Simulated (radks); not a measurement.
Q: Numerical settings for neutral tungsten, [Xe] 4f14 5d4 6s2. Method: scalar-relativistic Kohn-Sham, PBE, spin-polarised, spherical densities, point nucleus; open shells are filled with parallel spins first (spin-orbit coupling, left out, can overturn this in heavy ions); computed with a radial shooting solver on a logarithmic mesh with Libxc functionals. The defaults (mesh step 0.008 in ln r, mesh end at 40 bohr or more with all orbitals vanishing there, Anderson mixing 0.5 over 9 steps, residual threshold near 1e-9 with the energy settled to 1e-9 hartree or 1e-11 of itself, here a cap of 61 iterations) give E = -16142.5993 hartree and 6s at -4.761 eV in 15 iterations. Run on one thread of a shared host, so times are rough (Intel(R) Xeon(R) Platinum 8488C): 0.45 s of CPU time, 0.45 s wall, 15 iterations on 2728 mesh points. One setting is changed at a time: mesh step in ln r 0.005; mesh step in ln r 0.12; mesh step in ln r 0.2; mesh end (bohr) 12; mesh end (bohr) 5; residual threshold 0.01; residual threshold 0.1; mixing 0.01; linear mixing, mixing 1; linear mixing, mixing 0.2; mixing history 3; iteration cap 2. Which runs fail to converge, and which converge to a wrong energy?

A: Not converged within the cap: mesh step in ln r 0.12; mesh step in ln r 0.2; linear mixing, mixing 1; linear mixing, mixing 0.2; iteration cap 2. Settings that end as converged yet miss the energy by more than 1 mhartree: mesh end (bohr) 5 (+0.17 hartree).
